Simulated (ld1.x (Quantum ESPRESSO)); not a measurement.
# Transferability test, TM potential for Nb (Z = 41)

* Element: niobium
* Generator: ld1.x (Quantum ESPRESSO) 7.5
* Type: norm-conserving Troullier–Martins (Kleinman–Bylander form)
* Functional: BLYP
* Relativity: fully relativistic
* Frozen core: [Kr]
* Valence charge: 5
* Reference configuration: 4d3 5s2 5p0
* Partial waves: 5s (bound): rc 3.05 bohr; 5p (bound, empty): rc 4.20 bohr; 4d (bound): rc 2.35 bohr
* Local potential: the d channel
* Core correction: a·sin(br)/r model core inside 1.05 bohr

Open shells are filled in proportion to 2j + 1 (rel_dist='average').

Energies are relative to the spin-unpolarised reference configuration 4d3 5s2 5p0; without spin polarisation the order of configurations can differ from experiment. The d channel is local and has no spin–orbit splitting in the pseudo-atom. The frozen-core shift is the all-electron ΔE with the core orbitals held at their reference shape minus the fully relaxed ΔE.

(1) Give the all-electron excitation energy and the error of the potential for: 4d4 5s1 5p0; 4d4 5s0 5p0; 4d3 5s0 5p0; 4d2 5s0 5p0; 4d1 5s0 5p0; 4d3 5s1 5p1; 4d4 5s0 5p1.

Levels in the configuration 4d3 5s0 5p0:

```json
{"level": "4d j=3/2", "all-electron (eV)": "-19.153", "pseudo (eV)": "-19.004"}
{"level": "4d j=5/2", "all-electron (eV)": "-18.955", "pseudo (eV)": "-19.004"}
```

Note: ghost states, extra bound levels that the all-electron valence spectrum of the same l lacks: s at -54.5 eV, p3/2 at -12.3 eV, p1/2 at -10.1 eV. A true bound ghost makes a file unfit for plane-wave use.

## Answers

(1)

```
valence configuration  charge  ΔE all-electron (eV)  error AE − PS (meV)  frozen-core shift (meV)
          4d4 5s1 5p0       0                 0.578                  -66                      +35
          4d4 5s0 5p0      +1                 7.248                 -122                      +44
          4d3 5s0 5p0      +2                21.238                  -28                      +11
          4d2 5s0 5p0      +3                45.882                 -153                     +274
          4d1 5s0 5p0      +4                82.686                 -760                    +1194
          4d3 5s1 5p1       0                 3.311                 -1.6                     +0.5
          4d4 5s0 5p1       0                 3.553                  -80                      +36
```

These tests converged, but a pseudo level misses the all-electron one widely, so the file describes the atom poorly there or has found another state: 4d1 5s0 5p0: empty 5s by 6.6 eV.
